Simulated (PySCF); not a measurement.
A mixed set of molecules. Theory: TDDFT B3LYP/def2-SVPD, vertical, gas phase, core orbitals frozen in the response (PySCF 2.14.0, density-fitted response routines). Geometries: GFN2-xTB; one conformer of each isolated species. Triplets are in the Tamm–Dancoff approximation. 'Strongest' means the level of largest summed f among the lowest 8 singlets; it needn't be the same kind of state in each.

**Question.** Rank by computed energy of the strongest computed level, lowest first.
A. `Cc1pcc([SiH3])s1`
B. `[SiH3][C@@H]1CCO[SiH2]1`
C. `C(O[SiH2]C[SiH3])=C`
D. `F[C@@H]1C=CO[C@@H]1F`

**Answer.** A (5.84 eV), D (5.97 eV), C (6.86 eV), B (7.27 eV).

| SMILES | strongest (eV) | S1 (eV) | f (S1) | LUMO (eV) | α (au) | S1 mainly |
| --- | --- | --- | --- | --- | --- | --- |
| Cc1pcc([SiH3])s1 | 5.84 | 4.61 | 0.116 | -1.59 | 118.6 | H→L (91%) |
| F[C@@H]1C=CO[C@@H]1F | 5.97 | 5.97 | 0.107 | -0.73 | 50.0 | H→L (92%) |
| C=CO[SiH2]C[SiH3] | 6.86 | 6.14 | 0.009 | 0.12 | 94.2 | H→L+1 (51%) |
| [SiH3][C@@H]1CCO[SiH2]1 | 7.27 | 6.67 | 0.002 | 0.01 | 89.1 | H→L (61%) |

H and L stand for HOMO and LUMO.
